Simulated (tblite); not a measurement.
C4H8BNSi.
Cartesian coordinates in Å at the GFN2-xTB level; atoms count from 1:
```
atom  x, y, z in Å
C1    -0.9183    1.6039    0.5008
B2    -0.5153    0.1001    0.2666
Si3   -1.8983   -1.2751   -0.0529
C4     0.9667   -0.3159    0.2468
C5     1.9116    0.1624   -0.5811
C6     3.2247   -0.3367   -0.6026
N7     4.2983   -0.7443   -0.6068
H8    -1.1774    2.0345   -0.4693
H9    -0.1321    2.2260    0.9251
H10   -1.8099    1.7176    1.1152
H11   -1.3896   -2.5544   -0.5664
H12   -2.6081   -1.5947    1.1968
H13   -2.9289   -0.8398   -1.0071
H14    1.2744   -1.1217    0.9101
H15    1.6979    0.9461   -1.2971
```

All values are computed: GFN2-xTB (tblite) harmonic vibrations without scaling, gas phase. The method is semi-empirical: single wavenumbers can be off by several per cent or more. Modes of hydrogen on silicon can be 10 to 20 % off. One conformer, not necessarily the lowest. The optimisation stopped once no atom felt more than 0.01 eV/Å.

Lowest wavenumbers of the output (negative numbers stand for imaginary wavenumbers):
```
mode    cm-1
  1     -38.9
  2      17.9
  3      47.3
  4      72.6
  5     105.7
  6     168.6
  7     210.3
  8     275.2
  9     325.4
 10     446.3
```

Task: Is this structure a minimum?

Result: Not by this Hessian. 1 mode is imaginary beyond 20i (39i cm⁻¹), so at this level the point lies at or near a first-order saddle. The curvature is small, so loose convergence or finite differences may be the whole cause.

Task: Which atoms move in the imaginary mode?

Result: 39i: H8 (methyl hydrogen) 33 %, H10 (methyl hydrogen) 27 %, H9 (methyl hydrogen) 26 %. These are shares of the mass-weighted motion.

Task: What is the remedy?

Result: Step along that mode in both directions, optimise again with tighter thresholds and repeat the frequencies. The zero-point energy of this point (64.6 kcal/mol) counts the 38 real modes alone, and thermal corrections from it aren't those of a minimum.

On one thread, Arm Neoverse V2 (aarch64), on a shared host, this took 0.35 s. This covers the Hessian and the dipole derivatives.
